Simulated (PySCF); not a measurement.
Does the answer move with the share of exact exchange?

Species: arsine, AsH₃.
InChI=1S/AsH3/h1H3

PySCF, def2-SVPD basis, density fitting, gas phase, PBE0-D3(BJ)/def2-SVP geometry; singlet excitations by full TDDFT with frozen cores, triplets by Tamm–Dancoff TDDFT and ionisation energies by ΔSCF, from the lowest of the holes tried. One functional is left out:

```json
{"functional": "LDA", "exact exchange (%)": "0", "HOMO energy (eV)": "-6.76", "LUMO energy (eV)": "-0.36", "lowest singlet excitation (eV)": "6.54", "lowest triplet excitation (eV)": "5.96", "dipole moment (D)": "0.374", "mean polarisability (au)": "36.1", "vertical ionisation energy (eV)": "10.56"}
{"functional": "PBE", "exact exchange (%)": "0", "HOMO energy (eV)": "-6.67", "LUMO energy (eV)": "-0.26", "lowest singlet excitation (eV)": "6.58", "lowest triplet excitation (eV)": "5.78", "dipole moment (D)": "0.279", "mean polarisability (au)": "35.4", "vertical ionisation energy (eV)": "10.38"}
{"functional": "PBE0", "exact exchange (%)": "25", "HOMO energy (eV)": "-7.79", "LUMO energy (eV)": "0.47", "lowest singlet excitation (eV)": "6.92", "lowest triplet excitation (eV)": "5.82", "dipole moment (D)": "0.336", "mean polarisability (au)": "34.8", "vertical ionisation energy (eV)": "10.38"}
{"functional": "BHandHLYP", "exact exchange (%)": "50", "HOMO energy (eV)": "-8.80", "LUMO energy (eV)": "0.98", "lowest singlet excitation (eV)": "7.06", "lowest triplet excitation (eV)": "5.87", "dipole moment (D)": "0.285", "mean polarisability (au)": "34.3", "vertical ionisation energy (eV)": "10.35"}
```

Task: Predict the row of B3LYP (20 % exact exchange) by straight lines through the other rows, and check it.

Result: 
```
                       property   line  computed  computed − line  PBE0 (25 %), for comparison
               HOMO energy (eV)  -7.56     -7.61            -0.05                        -7.79
               LUMO energy (eV)   0.24      0.14            -0.10                         0.47
 lowest singlet excitation (eV)   6.79      6.74            -0.05                         6.92
 lowest triplet excitation (eV)   5.86      5.86             0.00                         5.82
              dipole moment (D)  0.318     0.233           -0.085                        0.336
       mean polarisability (au)   35.1      34.9             -0.2                         34.8
vertical ionisation energy (eV)  10.41     10.51            +0.10                        10.38
```

Task: Which of these properties follows the share of exact exchange most closely, and which least?

Result: Most closely the HOMO energy, least the lowest triplet excitation; the correlations over the tabulated rows are HOMO energy -0.999, LUMO energy 0.992, lowest singlet excitation 0.975, mean polarisability -0.919, vertical ionisation energy -0.625, dipole moment -0.383, lowest triplet excitation -0.056. The HOMO energy moves by -0.418 eV for every 10 %. Functionals with the same share still differ in their other parts: at 0 % LDA and PBE differ by 0.09 eV in it.
